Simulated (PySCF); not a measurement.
## How methods differ on the ionisation energy of Mg⁴⁺

Mg⁴⁺ [He] 2s2 2p4 [2p1/2^2 2p3/2^2, M_J = 2] → Mg⁵⁺ [He] 2s2 2p3 [2p1/2^2 2p3/2^1, M_J = 3/2], as a difference of total energies. All numbers are calculated (PySCF 2.14, the two-component X2C-1e Hamiltonian, in an uncontracted even-tempered set (19 s from 0.32 bohr⁻², ratio 2.4; 12 p from 0.41 bohr⁻², ratio 2.4; 5 d from 3.3 bohr⁻², ratio 2.6; 5 f from 4.9 bohr⁻², ratio 2.6)). Correlated levels: nothing frozen; the 36 highest virtual spinors dropped. "Screened" scales the spin-orbit matrix elements by Boettger's factors to mimic the two-electron term; Breit and QED terms are absent.

| method | ionisation energy (eV) | difference from reference (eV) |
| --- | --- | --- |
| GHF (spin-free) | 139.39 | -1.94 |
| GMP2 (spin-free) | 140.81 | -0.52 |
| GHF (screened spin-orbit) | 139.50 | -1.83 |
| GMP2 (screened spin-orbit) | 140.93 | -0.40 |

Reference: 141.33 eV (semi-empirical (NIST evaluation); NIST Atomic Spectra Database, ionization energies).

The labels give the starting determinants; with spin-orbit coupling the two ends relaxed to ⟨J²⟩ = 6.00, ⟨L²⟩ = 2.01, ⟨S²⟩ = 2.00 and ⟨J²⟩ = 3.75, ⟨L²⟩ = 0.00, ⟨S²⟩ = 3.75.
